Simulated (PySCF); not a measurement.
PySCF job for Sn(H)(NMe2) (C2H7NSn), SMILES C[N](C)[SnH] (connectivity only; charge and spin as stated), neutral, multiplicity 1, TDDFT-PBE/def2-SVPD. Geometry optimised at B3LYP-D3(BJ)/def2-SVP. The structure was generated by enumeration; whether it is a known compound was not checked. The def2 effective core potentials stand for the cores of Sn; spin–orbit coupling is left out.

```python
import numpy as np
from pyscf import gto, scf, dft, tdscf

mol = gto.M(
    atom='''
    Sn    0.03042495   -0.88631648   -0.00000000
    H    -1.76618227   -0.96829457    0.00000000
    N    -0.01100710    1.17828114    0.00000000
    C     1.21874021    1.94388044   -0.00000000
    C    -1.18981707    2.01910572   -0.00000000
    H     1.29162542    2.60226095    0.88952865
    H     1.29162541    2.60226095   -0.88952865
    H     2.09781731    1.28050099   -0.00000000
    H    -1.21485218    2.68198172   -0.88927492
    H    -1.21485218    2.68198172    0.88927492
    H    -2.10291819    1.40924730   -0.00000000
    ''',
    basis='def2-SVPD',
    ecp={'Sn': 'def2-svp'},
    charge=0,
    spin=0,
    symmetry=True,
    max_memory=1600,
    verbose=4,
)
mf = dft.RKS(mol, xc='pbe').density_fit(auxbasis='def2-universal-jkfit')
mf.grids.level = 3
mf.conv_tol = 1e-9
mf.max_cycle = 100
mf.kernel()
mf.grids = dft.Grids(mol).set(level=1).build(with_non0tab=True)  # coarser grid for the response kernel
td = tdscf.TDDFT(mf)
td.singlet = True
td.nstates = 10
td.conv_tol = 1e-4
td.positive_eig_threshold = 1e-6
td.kernel(x0=td.get_init_guess(mf, 15))
td.analyze()
tt = tdscf.TDA(mf)
tt.singlet = False
tt.nstates = 4
tt.conv_tol = 1e-4
tt.positive_eig_threshold = 1e-6
tt.kernel(x0=tt.get_init_guess(mf, 9))
tt.analyze(verbose=3)
```

Output:

```
PySCF version 2.14.0

[INPUT] verbose = 4
[INPUT] num. atoms = 11
[INPUT] num. electrons = 48
[INPUT] charge = 0
[INPUT] spin (= nelec alpha-beta = 2S) = 0
[INPUT] symmetry True subgroup None
[INPUT] Mole.unit = angstrom
[INPUT] Symbol           X                Y                Z      unit          X                Y                Z       unit  Magmom
[INPUT]  1 Sn     0.030424950000  -0.886316480000   0.000000000000 AA    0.057494822854  -1.674895406889   0.000000000000 Bohr   0.0
[INPUT]  2 H     -1.766182270000  -0.968294570000   0.000000000000 AA   -3.337600776363  -1.829811545203   0.000000000000 Bohr   0.0
[INPUT]  3 N     -0.011007100000   1.178281140000   0.000000000000 AA   -0.020800404426   2.226628652340   0.000000000000 Bohr   0.0
[INPUT]  4 C      1.218740210000   1.943880440000   0.000000000000 AA    2.303085213895   3.673401650499   0.000000000000 Bohr   0.0
[INPUT]  5 C     -1.189817070000   2.019105720000   0.000000000000 AA   -2.248428400632   3.815556827343   0.000000000000 Bohr   0.0
[INPUT]  6 H      1.291625420000   2.602260950000   0.889528650000 AA    2.440818299326   4.917560500150   1.680965528454 Bohr   0.0
[INPUT]  7 H      1.291625410000   2.602260950000  -0.889528650000 AA    2.440818280429   4.917560500150  -1.680965528454 Bohr   0.0
[INPUT]  8 H      2.097817310000   1.280500990000   0.000000000000 AA    3.964300175272   2.419796173334   0.000000000000 Bohr   0.0
[INPUT]  9 H     -1.214852180000   2.681981720000  -0.889274920000 AA   -2.295737902031   5.068210921890  -1.680486048245 Bohr   0.0
[INPUT] 10 H     -1.214852180000   2.681981720000   0.889274920000 AA   -2.295737902031   5.068210921890   1.680486048245 Bohr   0.0
[INPUT] 11 H     -2.102918190000   1.409247300000   0.000000000000 AA   -3.973939441466   2.663091438783   0.000000000000 Bohr   0.0

nuclear repulsion = 190.694435668166
point group symmetry = Cs
symmetry origin: [-9.94592689e-10  1.40238698e-16  0.00000000e+00]
symmetry axis x: [ 1.00000000e+00 -3.06489165e-10  2.73534723e-10]
symmetry axis y: [-3.06489165e-10 -1.00000000e+00  1.39024846e-16]
symmetry axis z: [-2.73534723e-10  2.62467907e-17  1.00000000e+00]
num. orbitals of irrep A' = 98
num. orbitals of irrep A" = 50
number of shells = 64
number of NR pGTOs = 227
number of NR cGTOs = 148
basis = def2-SVPD
ecp = {'Sn': 'def2-svp'}


[settings echo left out]
init E= -326.243919974631
HOMO (A") = -0.638657673341934  LUMO (A') = -0.591538495653099  gap/eV = 1.28218
cycle= 1 E= -346.186411598756  delta_E= -19.9  |g|= 3.21  |ddm|=   15
HOMO (A') = -0.0733620612519476  LUMO (A') = -0.0617152576848884  gap/eV = 0.31693
cycle= 2 E= -278.914945609199  delta_E= 67.3  |g|= 8.91  |ddm|= 28.7
HOMO (A") = -0.235896023939101  LUMO (A") = -0.178526588388401  gap/eV = 1.56110
cycle= 3 E= -348.428060445313  delta_E= -69.5  |g|= 1.47  |ddm|= 26.4
HOMO (A') = -0.215131443957169  LUMO (A") = -0.160276553512363  gap/eV = 1.49268
cycle= 4 E= -348.791236347198  delta_E= -0.363  |g|= 1.08  |ddm|= 2.82
HOMO (A") = -0.155041683580329  LUMO (A") = -0.0810149479003122  gap/eV = 2.01437
cycle= 5 E= -348.922519791445  delta_E= -0.131  |g|= 0.93  |ddm|= 2.74
HOMO (A') = -0.206551203369427  LUMO (A") = -0.105801465144983  gap/eV = 2.74154
cycle= 6 E= -349.114340358504  delta_E= -0.192  |g|= 0.534  |ddm|= 1.28
HOMO (A") = -0.193556214579896  LUMO (A") = -0.0961236398894791  gap/eV = 2.65128
cycle= 7 E= -349.180208212143  delta_E= -0.0659  |g|= 0.0715  |ddm|= 0.545
HOMO (A") = -0.194503613076661  LUMO (A") = -0.0971235459537665  gap/eV = 2.64985
cycle= 8 E= -349.18153825965  delta_E= -0.00133  |g|= 0.0368  |ddm|= 0.194
HOMO (A") = -0.195198749414641  LUMO (A") = -0.0980150398176751  gap/eV = 2.64450
cycle= 9 E= -349.181954979642  delta_E= -0.000417  |g|= 0.0112  |ddm|= 0.0611
HOMO (A") = -0.195390901809621  LUMO (A") = -0.0978193929163029  gap/eV = 2.65506
cycle= 10 E= -349.181989185701  delta_E= -3.42e-05  |g|= 0.00345  |ddm|= 0.0166
HOMO (A") = -0.195469324627075  LUMO (A") = -0.0976456910066856  gap/eV = 2.66192
cycle= 11 E= -349.181993204063  delta_E= -4.02e-06  |g|= 0.000781  |ddm|= 0.00576
HOMO (A") = -0.195525072233083  LUMO (A") = -0.0976354358218745  gap/eV = 2.66371
cycle= 12 E= -349.181993310561  delta_E= -1.06e-07  |g|= 0.000496  |ddm|= 0.0019
HOMO (A") = -0.195514389143891  LUMO (A") = -0.0976569399324987  gap/eV = 2.66284
cycle= 13 E= -349.181993399876  delta_E= -8.93e-08  |g|= 7.63e-05  |ddm|= 0.000738
HOMO (A") = -0.195508168920127  LUMO (A") = -0.0976587750232061  gap/eV = 2.66262
cycle= 14 E= -349.181993402128  delta_E= -2.25e-09  |g|= 7.72e-06  |ddm|= 0.000146
HOMO (A") = -0.195507738543935  LUMO (A") = -0.0976577055164931  gap/eV = 2.66264
cycle= 15 E= -349.181993402146  delta_E= -1.86e-11  |g|= 5.18e-06  |ddm|= 2.4e-05
HOMO (A") = -0.195509002215141  LUMO (A") = -0.0976582869868512  gap/eV = 2.66265
Extra cycle  E= -349.181993402115  delta_E= 3.07e-11  |g|= 1.13e-05  |ddm|= 2.03e-05
converged SCF energy = -349.181993402115
tot grids = 40816
Overwritten attributes  positive_eig_threshold  of <class 'pyscf.tdscf.rks.CasidaTDDFT'>


******** <class 'pyscf.tdscf.rks.CasidaTDDFT'> for <class 'pyscf.df.df_jk.DFSymAdaptedRKS'> ********
nstates = 10 singlet
deg_eia_thresh = 1.000e-03
wfnsym = None
conv_tol = 0.0001
eigh lindep = 1e-12
eigh level_shift = 0
eigh max_cycle = 100


Excitation energies (eV)
[3.1611258  3.59810575 4.69793513 4.91344575 5.18336478 5.34018582
 5.47892249 5.93099876 6.29148568 6.30016707]

** Singlet excitation energies and oscillator strengths **
Excited State   1:   A"      3.16113 eV    392.22 nm  f=0.0159
      23 -> 25       -0.70410
Excited State   2:   A'      3.59811 eV    344.58 nm  f=0.1321
      24 -> 25        0.69956
Excited State   3:   A"      4.69794 eV    263.91 nm  f=0.0025
      22 -> 25        0.11843
      24 -> 26       -0.69348
Excited State   4:   A"      4.91345 eV    252.34 nm  f=0.0059
      22 -> 25        0.69071
      24 -> 26        0.11721
Excited State   5:   A'      5.18336 eV    239.20 nm  f=0.0999
      23 -> 26       -0.65587
      23 -> 27       -0.15610
      23 -> 28       -0.17490
Excited State   6:   A"      5.34019 eV    232.17 nm  f=0.0000
      24 -> 27       -0.70113
Excited State   7:   A'      5.47892 eV    226.29 nm  f=0.1287
      23 -> 26        0.15769
      23 -> 27       -0.68346
Excited State   8:   A"      5.93100 eV    209.04 nm  f=0.0023
      24 -> 28       -0.70369
Excited State   9:   A"      6.29149 eV    197.07 nm  f=0.0005
      21 -> 25       -0.70254
Excited State  10:   A'      6.30017 eV    196.80 nm  f=0.1360
      23 -> 26       -0.12467
      23 -> 28        0.59758
      23 -> 29        0.25904
      23 -> 30        0.19455

** Transition electric dipole moments (AU) **
state          X           Y           Z        Dip. S.      Osc.
  1         0.0000     -0.0000     -0.4528      0.2050      0.0159
  2         0.0005      1.2241      0.0000      1.4985      0.1321
  3         0.0000      0.0000      0.1466      0.0215      0.0025
  4        -0.0000     -0.0000      0.2215      0.0491      0.0059
  5        -0.7192     -0.5192     -0.0000      0.7869      0.0999
  6         0.0000      0.0000     -0.0171      0.0003      0.0000
  7        -0.5399      0.8168      0.0000      0.9586      0.1287
  8         0.0000      0.0000     -0.1251      0.0156      0.0023
  9         0.0000      0.0000     -0.0579      0.0033      0.0005
 10        -0.9347     -0.0860     -0.0000      0.8811      0.1360

WARN: ECP detected. Skipping calculation of transition velocity and magnetic dipole moments, which have not yet been implemented.

Overwritten attributes  positive_eig_threshold  of <class 'pyscf.tdscf.rks.TDA'>


******** <class 'pyscf.tdscf.rks.TDA'> for <class 'pyscf.df.df_jk.DFSymAdaptedRKS'> ********
nstates = 4 triplet
deg_eia_thresh = 1.000e-03
wfnsym = None
conv_tol = 0.0001
eigh lindep = 1e-12
eigh level_shift = 0
eigh max_cycle = 100


Excitation energies (eV)
[2.19086019 2.37917336 4.27475335 4.40829532]

** Triplet excitation energies and oscillator strengths **
Excited State   1:   A'      2.19086 eV    565.92 nm  f=0.0000
Excited State   2:   A"      2.37917 eV    521.12 nm  f=0.0000
Excited State   3:   A'      4.27475 eV    290.04 nm  f=0.0000
Excited State   4:   A"      4.40830 eV    281.25 nm  f=0.0000
```

The calculation finished and met its thresholds.

Cost: around 90 core-seconds (rough).
